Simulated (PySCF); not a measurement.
## Circular dichroism: SMILES C#C[C@H]1C=C[C@@H]1CS, C7H8S

Molfile (atoms numbered from 1):
```
C7H8S
     RDKit          3D

 16 16  0  0  0  0  0  0  0  0999 V2000
    2.7157    0.8286   -1.6255 C   0  0  0  0  0  0  0  0  0  0  0  0
    1.9427    0.2568   -0.9121 C   0  0  0  0  0  0  0  0  0  0  0  0
    0.9972   -0.3888   -0.0379 C   0  0  1  0  0  0  0  0  0  0  0  0
    1.0280    0.0408    1.4138 C   0  0  0  0  0  0  0  0  0  0  0  0
   -0.2064    0.5285    1.4032 C   0  0  0  0  0  0  0  0  0  0  0  0
   -0.4542    0.2080   -0.0504 C   0  0  2  0  0  0  0  0  0  0  0  0
   -1.5507   -0.7880   -0.3680 C   0  0  0  0  0  0  0  0  0  0  0  0
   -3.2182   -0.0498   -0.2257 S   0  0  0  0  0  0  0  0  0  0  0  0
    3.3990    1.3125   -2.2569 H   0  0  0  0  0  0  0  0  0  0  0  0
    1.0231   -1.4715   -0.1884 H   0  0  0  0  0  0  0  0  0  0  0  0
    1.8116   -0.0278    2.1453 H   0  0  0  0  0  0  0  0  0  0  0  0
   -0.8319    0.9983    2.1409 H   0  0  0  0  0  0  0  0  0  0  0  0
   -0.5499    1.0886   -0.6896 H   0  0  0  0  0  0  0  0  0  0  0  0
   -1.5075   -1.6539    0.2940 H   0  0  0  0  0  0  0  0  0  0  0  0
   -1.4800   -1.1204   -1.4042 H   0  0  0  0  0  0  0  0  0  0  0  0
   -3.1261    0.2471    1.0683 H   0  0  0  0  0  0  0  0  0  0  0  0
  1  2  3  0
  2  3  1  0
  3  4  1  0
  4  5  2  0
  5  6  1  0
  6  7  1  0
  7  8  1  0
  6  3  1  0
  1  9  1  0
  3 10  1  1
  4 11  1  0
  5 12  1  0
  6 13  1  6
  7 14  1  0
  7 15  1  0
  8 16  1  0
M  END
```

Method used: PySCF 2.14.0, TDDFT CAM-B3LYP/def2-SVPD circular dichroism and optical rotation, one conformer, gas phase. Geometry: GFN2-xTB.

The molecule is flexible and this is one conformer; a measurement averages over conformers.

What are the CIP labels of the stereocentres?

C3 S, C6 S.

Which excitations and rotatory strengths does the calculation give?

Rotatory strengths R in 10⁻⁴⁰ esu² cm², velocity form and length form (origin at the centre of mass); f in length form.
```tsv
state	E (eV)	λ (nm)	f	R (velocity)	R (length)	main
1	5.54	224	0.003	-2.3	-1.5	HOMO→LUMO 0.58, HOMO→LUMO+2 0.11
2	6.17	201	0.030	-13.0	-12.9	HOMO→LUMO+1 0.78
3	6.48	191	0.014	-0.6	-1.4	HOMO−1→LUMO 0.12
4	6.58	188	0.031	+43.3	+42.5	HOMO−1→LUMO 0.17, HOMO−2→LUMO+5 0.13
5	6.74	184	0.004	+1.1	+1.1	HOMO−1→LUMO+5 0.15, HOMO−2→LUMO 0.12
6	6.88	180	0.005	+1.7	+1.8	HOMO→LUMO+2 0.12, HOMO→LUMO 0.11
7	7.03	176	0.005	-11.8	-12.4	HOMO−2→LUMO 0.41, HOMO−3→LUMO 0.15
8	7.15	173	0.105	-1.5	-5.9	HOMO−1→LUMO 0.52, HOMO−3→LUMO 0.09
9	7.25	171	0.023	-38.2	-38.4	HOMO−3→LUMO 0.28, HOMO→LUMO+6 0.19
10	7.27	171	0.078	+12.8	+13.7	HOMO−3→LUMO 0.26, HOMO→LUMO+4 0.19
11	7.38	168	0.102	+69.3	+69.8	HOMO→LUMO+5 0.22, HOMO→LUMO+4 0.20
12	7.50	165	0.025	+17.2	+17.3	HOMO−1→LUMO+2 0.36, HOMO→LUMO+3 0.16
13	7.64	162	0.011	-71.8	-61.1	HOMO−1→LUMO+1 0.27, HOMO−3→LUMO+2 0.18
14	7.70	161	0.021	+49.3	+49.4	HOMO−2→LUMO+2 0.31, HOMO−2→LUMO+4 0.24
15	7.86	158	0.021	+18.3	+17.5	HOMO−1→LUMO+3 0.20, HOMO−3→LUMO+3 0.17
16	7.96	156	0.047	+5.9	+6.3	HOMO→LUMO+10 0.12
```

Among the states computed, the strongest CD band (largest |R|) is state 13. The largest dissymmetry factor in size, g = 4R/(D+G), with D and G the electric and magnetic dipole strengths, is -0.052 for state 13 (velocity form, f = 0.016), among bands with |R| over 0.5. The mirror image has the same energies and oscillator strengths and all R with the opposite sign.
